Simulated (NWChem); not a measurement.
**Basis-set convergence for Cl3Sb**

```xyz
4

Sb     0.0021     0.5750     0.0000
Cl    -1.0484    -0.5712     1.8123
Cl    -1.0484    -0.5712    -1.8123
Cl     2.0905    -0.5827     0.0000
```
Charge 0, spin multiplicity 1.

Program: NWChem. Structure: optimised with B3LYP/def2-SVP with def2 effective core potentials on Sb, a minimum by its harmonic frequencies.

Quantity: LUMO energy at the level PBE0.

Effective core potentials replace the inner electrons of Sb; spin-orbit coupling is left out. The structure started from a generated list of species.

Relative cost: rough, from shared machines, SCF included, def2-SVP = 1.

```json
[
 {"basis": "def2-SVP", "functions": "80", "LUMO energy (eV)": "___", "relative cost": "1"},
 {"basis": "def2-SVPD", "functions": "113", "LUMO energy (eV)": "___", "relative cost": "under 3"},
 {"basis": "def2-TZVP", "functions": "161", "LUMO energy (eV)": "-2.18", "relative cost": "4"},
 {"basis": "def2-TZVPP", "functions": "176", "LUMO energy (eV)": "-2.18", "relative cost": "4"},
 {"basis": "def2-TZVPD", "functions": "194", "LUMO energy (eV)": "___", "relative cost": "8"}
]
```

Q: Some entries are withheld; supply them.

A: 
- def2-SVP, LUMO energy (eV): -2.01
- def2-SVPD, LUMO energy (eV): -2.40
- def2-TZVPD, LUMO energy (eV): -2.27
